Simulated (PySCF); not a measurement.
Working out the ionisation energy of S⁺

S⁺ [Ne] 3s2 3p3 (4S) → S²⁺ [Ne] 3s2 3p2 (3P). All numbers are calculated (PySCF 2.14, the non-relativistic Hamiltonian (point nucleus), in aug-cc-pV(D+d)Z). Frozen: [Ne]. Energies in hartree (1 hartree = 27.21139 eV):

| part | S⁺ (lower) | S²⁺ (upper) |
| --- | --- | --- |
| UHF | -397.159772 | -396.324755 |
| CCSD correlation | -0.092148 | -0.077929 |
| (T) | -0.001363 | -0.001017 |

Problem. What does Hartree-Fock give?

Solution. (-396.324755) − (-397.159772) = 0.835017 hartree = 22.722 eV.

Problem. What do CCSD and CCSD(T) give?

Solution. The CCSD correlation energies differ by 0.014219 hartree = 0.387 eV and the triples by 0.000346 hartree = 0.009 eV, so CCSD gives 23.109 eV and CCSD(T) 23.118 eV.

Reference: 23.338 eV (measured; NIST Atomic Spectra Database, ionization energies), between the lowest levels; spin-orbit coupling is absent from the calculation.

What remains against the reference includes basis incompleteness, the frozen core and higher excitations.
